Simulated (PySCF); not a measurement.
Isomers of C2H4S3. Gas-phase values, no solvent. One relaxed conformer stands for each flexible species; it need not be the lowest. Strings in code marks are SMILES.

Calculation: ωB97X-D3(BJ)/def2-TZVP // PBE0-D3(BJ)/def2-TZVP in PySCF. All candidates: neutral, multiplicity 1. Excitations are Tamm–Dancoff values on a coarser integration grid. The basis has no diffuse functions, so Rydberg states are missing or too high.

```yaml
HOMO: -9.23 eV
HOMO–LUMO gap: 10.13 eV
S1 excitation (TDA): 4.28 eV
```

Task: Name which member has these values.
A. `C=C(S)SS`
B. `S=C(S)CS`
C. `SC1SCS1` (H–S–C–S torsion 94°)
D. `S=CCSS`

Result: C, `SC1SCS1` (H–S–C–S torsion 94°). The others give `S=C(S)CS`: -9.11 eV, 8.77 eV, 2.76 eV; `C=C(S)SS`: -9.05 eV, 10.36 eV, 5.02 eV; `S=CCSS`: -9.04 eV, 8.73 eV, 2.48 eV
